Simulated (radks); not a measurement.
Spherical quantum dot in the effective-mass picture: electrons in a well V = -V0 / (1 + exp((r - R)/a)) with V0 = 10.2, R = 5.98, a = 0.55, all in effective atomic units (hartree* = m*/eps^2 hartree, bohr* = eps/m* bohr), one dielectric constant everywhere. Method: non-relativistic Kohn-Sham, LDA (Slater exchange, Perdew-Wang correlation), spin-polarised, spherical densities; computed with a radial shooting solver with Libxc functionals. Levels are named by radial order and angular momentum (1s, 1p, 1d, 2s, ...), and open shells are averaged over m. Results are scaled to m* = 0.059 and eps = 6.1, for which hartree* = 43.15 meV and bohr* = 5.471 nm.

N = 33, configuration 1s2 1p6 1d10 2s(up 1, down 0) 1f14. This is the lowest configuration that the search found. Occupied and some empty levels:

| level | occupation | eigenvalue (meV) | <r> (nm) |
|---|---|---|---|
| 1s up | 1 | -101.71 | 21.18 |
| 1s down | 1 | -101.48 | 21.32 |
| 1p up | 3 | -98.348 | 21.80 |
| 1p down | 3 | -98.187 | 21.87 |
| 1d up | 5 | -92.348 | 22.44 |
| 1d down | 5 | -92.233 | 22.47 |
| 1f up | 7 | -84.066 | 23.03 |
| 1f down | 7 | -83.977 | 23.05 |
| 2s up | 1 | -74.397 | 14.52 |
| 1g up | 0 | -73.746 | 23.59 |
| 1g down | 0 | -73.670 | 23.59 |
| 2s down | 0 | -72.479 | 15.01 |
| 2p up | 0 | -64.020 | 17.26 |
| 2p down | 0 | -62.906 | 17.54 |
| 2d up | 0 | -51.772 | 19.05 |
| 2d down | 0 | -51.096 | 19.21 |

Energy (meV): total -8126.38, kinetic 711.20, external -13669, Hartree 5304.4, exchange-correlation -472.60.

Electron density:

| r (nm) | n(r) (e/nm^3) |
|---|---|
| 0.908 | 0.0001134 |
| 3.19 | 0.0001094 |
| 5.47 | 0.0001025 |
| 7.75 | 0.00009681 |
| 10.0 | 0.0001004 |
| 12.3 | 0.0001262 |
| 14.6 | 0.0001900 |
| 16.9 | 0.0002995 |
| 19.2 | 0.0004327 |
| 21.4 | 0.0005191 |
| 23.7 | 0.0004731 |
| 26.0 | 0.0002972 |
| 28.3 | 0.0001167 |
| 30.6 | 0.00002676 |
| 32.8 | 3.586e-06 |
| 35.1 | 3.059e-07 |
| 37.4 | 1.964e-08 |
| 39.7 | 1.059e-09 |
| 42.0 | 5.379e-11 |
